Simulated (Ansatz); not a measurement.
Input file for CH$_{7}$ClSSi$_{2}$ (`C[SiH2]S[SiH2]Cl`):

```yaml
crystal:
  periodic: [false, false, false]
  atoms:
    - {symbol: C, position_ang: [0.888664, 2.154339, 0.637017]}
    - {symbol: Si, position_ang: [-0.141882, 0.761207, -0.042391]}
    - {symbol: S, position_ang: [1.015701, -1.042603, 0.171529]}
    - {symbol: Si, position_ang: [-0.416578, -2.424814, -0.543970]}
    - {symbol: Cl, position_ang: [-1.881039, -2.829403, 0.840270]}
    - {symbol: H, position_ang: [1.830035, 2.242130, 0.090844]}
    - {symbol: H, position_ang: [0.347120, 3.099064, 0.543329]}
    - {symbol: H, position_ang: [1.114213, 1.989934, 1.692473]}
    - {symbol: H, position_ang: [-0.452482, 0.964176, -1.481723]}
    - {symbol: H, position_ang: [-1.420723, 0.613964, 0.698695]}
    - {symbol: H, position_ang: [0.297484, -3.687566, -0.827972]}
    - {symbol: H, position_ang: [-1.103412, -1.895529, -1.744201]}
basis:
  gaussian: {orbitals: def2-SVP}
correlation: {method: ccsd_t}
```

```sh
$ ansatz run in.yaml --threads 4 --pin off --events-out ev --progress --plain --max-ram 10444MiB
```

Log, shortened:

```
Functional definition: HF
1158 factors; integrals over basis functions are off by at most 1.3e-3 eV
mean field evaluation 1: about -40174.5890 eV, gradient 2.6e1 eV
mean field evaluation 2: about -40174.5923 eV, gradient 2.6e1 eV
mean field evaluation 4: about -40176.8664 eV, gradient 2.7e0 eV
mean field evaluation 8: about -40176.8972 eV, gradient 7.2e-5 eV
mean field -40176.89723141 eV, -1476.4737403753 hartree, gradient 2.9e-6 eV, S^2 0.000000; 0 other end points of the search recorded, 0 dependent functions left out
21 core orbitals not correlated: weight in the atoms' cores, before any rotation towards them, 1.000 or more for the frozen orbitals, at most 0.000 for the correlated occupied ones
reference -40176.89723141 eV, -1476.4737403753 hartree; 16, 16 occupied and 84, 84 virtual orbitals, 1158 factors
second order -16.42673234 eV of doubles, -0.00000000 eV of singles
cycle   1  -17.84131391 eV  change    -1.4e0 eV  update   9.1e-2
cycle   2  -18.34595462 eV  change   -5.0e-1 eV  update   2.7e-2
cycle   3  -18.40483670 eV  change   -5.9e-2 eV  update   9.4e-3
cycle   4  -18.40227992 eV  change    2.6e-3 eV  update   2.4e-3
cycle   5  -18.40152312 eV  change    7.6e-4 eV  update   7.4e-4
cycle   6  -18.40136574 eV  change    1.6e-4 eV  update   2.2e-4
cycle   7  -18.40135289 eV  change    1.3e-5 eV  update   7.2e-5
cycle   8  -18.40136699 eV  change   -1.4e-5 eV  update   2.6e-5
perturbative correction -0.49559286 eV, -0.0182127018 hartree
Total energy: -40195.79419127 eV, -1477.1681908412 hartree
```

Run time 7.5 s (4 threads of an Arm Neoverse V1 on a shared host); peak host memory 0.66 GiB.

The correlation energy is -18.897 eV, 2.6 % of it from (T); the T1 diagnostic reads 0.0096.
